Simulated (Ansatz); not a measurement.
C2H5FSe, SMILES `C[Se]CF`. Charge 0, multiplicity 1. The structure was optimised at the PBE0-D4/def2-TZVP level. It is one conformer, not always the lowest.

```xyz
9

C     1.426    0.291   -0.021
Se    0.261   -1.216   -0.402
C    -1.401   -0.349    0.052
F    -1.791    0.585   -0.879
H     2.442   -0.032   -0.245
H     1.357    0.566    1.031
H     1.164    1.132   -0.659
H    -1.298    0.154    1.015
H    -2.160   -1.131    0.108
```

(1) What is the dipole moment at r2SCAN/def2-TZVPP? (An estimate is asked.)

(2) And with PBE, B3LYP, ωB97M-V? (Estimate.)

(3) Give the Mulliken charges with r2SCAN, PBE, B3LYP in def2-TZVPP. (Estimate.)

Results:

(1) Ansatz gave: 1.63 D, with components (0.63, 0.35, 1.46) D in this frame, pointing from negative to positive charge.

(2) Computed: PBE 1.55 D, B3LYP 1.63 D, ωB97M-V 1.63 D.

(3) Computed: 
| atom | r2SCAN | PBE | B3LYP |
| --- | --- | --- | --- |
| C1 | -0.27 | -0.38 | -0.39 |
| Se2 | 0.00 | 0.01 | 0.04 |
| C3 | 0.04 | -0.07 | -0.04 |
| F4 | -0.22 | -0.18 | -0.23 |
| H5 | 0.10 | 0.13 | 0.13 |
| H6 | 0.09 | 0.12 | 0.12 |
| H7 | 0.11 | 0.14 | 0.14 |
| H8 | 0.07 | 0.11 | 0.11 |
| H9 | 0.08 | 0.12 | 0.12 |

B3LYP here is the variant with VWN-RPA as its local correlation; programs differ in this.
